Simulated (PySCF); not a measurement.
A side-by-side comparison of computed properties.

First species: C₃H₁₃NSi₄.
SMILES: `[SiH3]N([SiH3])[SiH2]C#C[SiH2]C`

Second species: C7H9NOSi.
Bonds: O1–C2 (double), C2–N3, N3–Si4, Si4–C5, C5–C6 (aromatic), C6–C7 (aromatic), C7–C8 (aromatic), C8–C9 (aromatic), C9–C10 (aromatic), C5–C10 (aromatic). Hydrogens: H11 on C2; H12 on N3; H13, H14 on Si4; H15 on C6; H16 on C7; H17 on C8; H18 on C9; H19 on C10.

Levels: PBE0/pcSseg-1 for dipole moment, HOMO energy, LUMO energy and HOMO–LUMO gap; GFN2-xTB for rotational constant A and rotational constant C. Geometries: GFN2-xTB. Each structure is a single optimised conformer of the isolated species, non-relativistic unless stated. Electronic properties by PySCF.

The conformers computed, where there is a choice (atom-mapped SMILES and torsion angles):
- `[CH3:1][SiH2:2][C:3]#[C:4][SiH2:5][N:6]([SiH3:7])[SiH3:8]`: C4–Si5–N6–Si7 120°
- `[O:1]=[CH:2][NH:3][SiH2:4][c:5]1[cH:6][cH:7][cH:8][cH:9][cH:10]1`: O1–C2–N3–Si4 0°, C2–N3–Si4–C5 178°, N3–Si4–C5–C6 120°

Task: Which of the two has the higher dipole moment, and by how much?

Result: The second: 4.11 D against 0.75 D, a difference of 3.36 D.

Task: Which has the higher rotational constant A?

Result: The second: 3.692 GHz against 1.868 GHz, a difference of 1.824 GHz.

Task: Which of the two has the higher rotational constant C, and by how much?

Result: The second: 0.503 GHz against 0.343 GHz, a difference of 0.160 GHz.

Task: Which of the two has the higher HOMO–LUMO gap, and by how much?

Result: The first: 6.80 eV against 6.68 eV, a difference of 0.12 eV.

Task: Which has the higher LUMO energy?

Result: The first: -0.75 eV against -0.84 eV, a difference of 0.09 eV.

On the first: The dipole equals about 2.5 × 10⁻³⁰ C·m (1 D = 3.33564 × 10⁻³⁰ C·m). A dipole of 0.75 D is allowed in C1, and pure rotational transitions are dipole-allowed. GFN2-xTB frequencies show an imaginary mode (34i cm⁻¹), so this geometry is no minimum at that level.

On the second: The dipole matches unit charges of opposite sign 0.85 Å apart (1 e·Å = 4.8032 D).
